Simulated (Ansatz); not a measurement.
Isolated molecules relaxed with PBE0-D4/def2-TZVP in Ansatz; ΔE leaves out vibrations. CBS: MP2 limit from def2 TZ/QZ plus the TZ coupled-cluster correction, frozen cores. This one scheme is used for every species. def2 core potentials past Kr. For Te outer-core shells are correlated without core-valence functions, which leaves a few kJ/mol of doubt a bond. Each species was taken in one conformer, which may not be the lowest.

Consider the substitution at a C–C bond: `ClCCCl` + `[SiH3][TeH]` → `[SiH3][Te]CCl` + `CCl`.

`ClCCCl`:

Z-matrix (Å, degrees):
```
C
C 1 1.506
Cl 1 1.781 2 109.2
H 1 1.088 2 111.4 3 118.8
H 1 1.088 2 111.3 3 -118.8
Cl 2 1.781 1 109.2 3 180.0
H 2 1.088 1 111.3 3 -61.3
H 2 1.088 1 111.3 3 61.2
```

`[SiH3][TeH]`:

```xyz
6

Si   -0.490    0.382   -0.190
Te    0.967   -1.643   -0.198
H     0.281    1.606   -0.520
H    -1.505    0.126   -1.242
H    -1.158    0.562    1.123
H     1.905   -1.033    1.026
```

`[SiH3][Te]CCl`:

```xyz
9

Si    1.313    1.075   -0.400
Te   -0.994    0.482   -1.124
C    -1.221   -1.030    0.404
Cl   -2.817   -1.775    0.297
H     1.762    2.151   -1.319
H     1.326    1.566    1.003
H     2.225   -0.094   -0.502
H    -1.123   -0.571    1.383
H    -0.472   -1.804    0.258
```

`CCl`:

Cartesian coordinates in Å:
```
C -0.004 0.109 0.096
Cl 0.049 -1.220 -1.076
H -1.029 0.229 0.441
H 0.337 1.019 -0.393
H 0.647 -0.137 0.931
```

```csv
species,HF/def2-TZVPP energy (Eh)
`ClCCCl`,-997.12179
`[SiH3][TeH]`,-558.28442
`[SiH3][Te]CCl`,-1056.25266
`CCl`,-499.14095
```

(1) Work out ΔE.

Largest T1 diagnostic among the species: 0.011.

## Answers

(1) ΔE = (-1056.25266) + (-499.14095) − (-997.12179) − (-558.28442) = 0.01260 Eh = +7.9 kcal/mol. CCSD(T)/CBS gives +4.0 kcal/mol.

The D4 term adds −0.9 kcal/mol with B3LYP and −0.5 kcal/mol with PBE0; it sums over pairs of atoms, weighted by their polarisabilities, and B3LYP, whose exchange is more repulsive, gets the larger term. From PBE to PBE0 (25 % exact exchange), in def2-TZVPP and without D4, ΔE moves by +1.1 kcal/mol.

B3LYP here is the variant with VWN-RPA as its local correlation; programs differ in this.
